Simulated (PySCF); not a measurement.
A geometry optimisation on `[NH2][Zr]([NH2])([NH2])[NH2]` (Zr(NH2)4).

Method: PBE0-D3(BJ)/def2-SVP geometry optimisation, gas phase, def2 core potentials past Kr (PySCF 2.14.0). Start geometry: GFN2-xTB. A driver script takes a list of jobs; this job's settings line and coordinates (Å) are shown.

Input:
```
{"job": {"xc": "PBE0", "basis": "def2-SVP", "d3": "d3bj", "grid": 1, "maxiter": 30, "shake": 0.03, "kind": "geom"}, "charge": 0, "multiplicity": 1}
Zr     0.080750    -0.094100     0.010180
N     -0.113350    -0.089590     2.036850
H     -1.035320    -0.479200     2.381020
H      0.118950     0.834930     2.510670
N      1.965100     0.035260    -0.646330
H      2.657720    -0.332820     0.019540
H      2.351640     0.987780    -0.853980
N     -0.881630     1.683960    -0.700570
H     -0.621230     2.001150    -1.555930
H     -1.960740     1.587880    -0.717830
N     -0.949270    -1.688290    -0.719330
H     -0.942690    -2.479070    -0.081430
H     -0.639300    -2.019990    -1.660670
```

Output:
```
step   0  E = -270.54861536  max force = 0.074041
step   1  E = -270.56950073  max force = 0.014511
step   2  E = -270.57376062  max force = 0.010935
step   3  E = -270.57901216  max force = 0.012297
step   4  E = -270.58126962  max force = 0.006501
step   5  E = -270.58269656  max force = 0.006029
step   6  E = -270.58373842  max force = 0.004862
step   7  E = -270.58497335  max force = 0.005327
step   8  E = -270.58658614  max force = 0.010297
step   9  E = -270.58829376  max force = 0.008508
step  10  E = -270.59128271  max force = 0.005932
step  11  E = -270.59162505  max force = 0.002409
step  12  E = -270.59174388  max force = 0.001177
step  13  E = -270.59177735  max force = 0.000775
step  14  E = -270.59180408  max force = 0.000700
step  15  E = -270.59182859  max force = 0.000863
step  16  E = -270.59185202  max force = 0.000581
step  17  E = -270.59186959  max force = 0.000480
step  18  E = -270.59188164  max force = 0.000291
optimisation converged
```

Energies in Eh; «max force» is the largest Cartesian gradient component in Eh/bohr.

Give the first gradient maximum in eV/Å.

With 1 Eh/bohr = 51.422 eV/Å, 3.807 eV/Å.

How much energy does the optimisation release, in kcal/mol?

E(step 0) − E(last step) = 0.043266 Eh, which is 27.2 kcal/mol.

Main results: final energy -270.59188 Eh after 18 steps; dipole 0.09 D.

Give the final coordinates.

0.447 Å rms from the input after alignment:
```
atom  x, y, z in Å
Zr1   -0.0086   -0.0081    0.0028
N2    -0.3777    0.1068    2.0131
H3    -1.2373   -0.2275    2.4466
H4     0.2492    0.4067    2.7559
N5     1.9954    0.2370   -0.3400
H6     2.6945   -0.4628   -0.5761
H7     2.4368    1.1536   -0.3956
N8    -1.0026    1.4913   -0.9769
H9    -0.8094    1.7503   -1.9434
H10   -1.7047    2.1338   -0.6179
N11   -0.6049   -1.8466   -0.6778
H12   -0.5058   -2.7009   -0.1312
H13   -1.0943   -2.0856   -1.5371
```

Time: 2.8 min wall; peak memory 0.52 GiB. Hardware: one thread of an Arm Neoverse V1 (shared host).
Labels such as C1 count atoms from 1, the log's own numbers from 0.
